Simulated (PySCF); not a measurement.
Problem. Write Cartesian coordinates for `O=C([O-])[C@@H](CF)C#C` as optimised with GFN2-xTB. (Charge -1.)

Solution. 
```xyz
12
C5H4FO2 angstrom
C      1.934    0.095    1.481
C      1.142    0.052    0.580
C      0.171   -0.035   -0.470
C     -0.908    1.016   -0.352
F     -0.430    2.316   -0.544
C     -0.568   -1.513   -0.370
O     -0.038   -2.375   -1.060
O     -1.552   -1.537    0.361
H      2.629    0.115    2.267
H      0.662    0.005   -1.448
H     -1.360    0.994    0.643
H     -1.681    0.868   -1.113
```

Any rigid rotation of these coordinates is as good. Atoms count from 1 in this order. C6 (carboxylate carbon) is planar (angles 132.1°, 114.3° and 113.6°, sum 360.0°, 0.01 Å off the plane of its three neighbours). The C–C distances run from 1.201 Å (C1≡C2, drawn triple) to 1.655 Å (C3–C6, drawn single), a spread of 0.454 Å. Of the pairs four or more bonds apart, O8···H11 is among the closest relative to their van der Waals radii: 2.55 Å, 94 % of the sum of Bondi's values.

Bonds between heavy atoms (Å): C1≡C2 1.201, C2–C3 1.433, C3–C4 1.511, C4–F5 1.398, C3–C6 1.655, C6=O7 1.225, C6–O8 1.227.

The geometry is computed with GFN2-xTB (gas phase).

Point group: C1 (no symmetry element, even within 0.4 Å). No frequency check. Torsions: C2–C3–C4–F5 67°, C2–C3–C6–O7 -92°.

One conformer stands for the species.
